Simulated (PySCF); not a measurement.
Compound: W(NtBu)2Cl2, C₈H₁₈Cl₂N₂W (singlet state).
SMILES: `CC(C)(C)[N]=[W]([Cl])([Cl])=[N]C(C)(C)C`

Method: TDDFT CAM-B3LYP/def2-SVPD, vertical, gas phase, core orbitals frozen in the response, def2 core potentials past Kr in PySCF. Geometry: PBE0-D3(BJ)/def2-SVP; no solvent, vibrations or thermal averaging. Spin–orbit coupling is left out.

Each state is given a Gaussian of 0.3 eV full width at half maximum, with ε(max) = 2.175×10⁸ f / Δν̃ (Δν̃ the width in cm⁻¹). The width is an assumption, not a result. The curve ends short of the highest state used, and states not computed would add to its high-energy end.

(λ (nm), ε (L mol⁻¹ cm⁻¹)): (234.1, 142), (237.7, 127), (241.2, 81), (244.8, 38), (248.4, 26), (252.0, 58), (255.6, 171), (259.2, 403), (262.7, 728), (266.3, 1058), (269.9, 1254), (273.5, 1278), (277.1, 1200), (280.7, 1095), (284.2, 976), (287.8, 815), (291.4, 627), (295.0, 466), (298.6, 396), (302.2, 454), (305.7, 626), (309.3, 867), (312.9, 1090), (316.5, 1216), (320.1, 1202), (323.7, 1060), (327.2, 847), (330.8, 608), (334.4, 397), (338.0, 238), (341.6, 131), (345.2, 67), (348.7, 32), (352.3, 14), (355.9, 6), (359.5, 2)

Problem. Where are the band maxima, and which computed states make them?

Solution. 318 nm (3.90 eV), ε about 1200, made up of S1 (100%); 272 nm (4.55 eV), ε about 1300, made up of S2 (17%), S3 (64%) and S4 (18%); 235 nm (5.28 eV), ε about 140, made up of S6 (27%) and S7 (73%) (ε in L mol⁻¹ cm⁻¹; maxima over ε = 5, shares over 10%). The states used: S1 3.90 eV (f 0.014); S2 4.35 eV (f 0.0085); S3 4.59 eV (f 0.0096); S4 4.60 eV (f 0.0028); S5 4.75 eV (f 0.0003); S6 5.26 eV (f 0.0004); S7 5.29 eV (f 0.0012); S8 5.78 eV (f 0.0083); S9 5.83 eV (f 0.010); S10 5.90 eV (f 0.0007).

Problem. What would ε be at 4.55 eV, the highest of these maxima, with half the width (0.15 eV)?

Solution. About 1770 L mol⁻¹ cm⁻¹ against 1290, a factor of about 1.4; a lone state at its own centre would give exactly 2.

Problem. Coming from long wavelengths, where does ε first pass 100 L mol⁻¹ cm⁻¹?

Solution. At about 343 nm (3.61 eV), 0.28 eV below S1.

Problem. On this curve, what absorbance would a 10⁻⁴ mol/L sample give at 254 nm over a 1 cm path?

Solution. 254 nm is 4.881 eV, where ε is about 110 L mol⁻¹ cm⁻¹, so A = ε c l ≈ 0.011 (Beer–Lambert, with the gas-phase spectrum and the assumed width).

Hardware: Intel Xeon 6975P-C, 2 threads, shared host. Cost: 3.2 min wall, 6.9 min CPU (grids of density and orbitals included), 4.5 GiB resident at most.
